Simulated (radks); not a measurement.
Removal energies from the tin ion Sn7+, [Kr] 4d(3/2: 4, 5/2: 3), by Delta-SCF beside the eigenvalue of the level emptied. All-electron calculation, Dirac Kohn-Sham, PBE, spin-unpolarised, spherical densities, finite nucleus; Fermi nuclear charge, rms radius of each element as measured or else 0.836 A^(1/3) + 0.57 fm. Program: a radial shooting solver on a logarithmic mesh with Libxc functionals. Sub-shells are occupied by j as written (lower j first in brackets).

removed from                                  final configuration  Delta-SCF (eV)  -eigenvalue (eV)
4d5/2                                     [Kr] 4d(3/2: 4, 5/2: 2)          137.57            126.78
4d3/2                                     [Kr] 4d(3/2: 3, 5/2: 3)          138.93            128.07
4p3/2         [Ar] 3d10 4s2 4p(1/2: 2, 3/2: 3) 4d(3/2: 4, 5/2: 3)          204.05            192.21
4p1/2         [Ar] 3d10 4s2 4p(1/2: 1, 3/2: 4) 4d(3/2: 4, 5/2: 3)          212.40            200.31
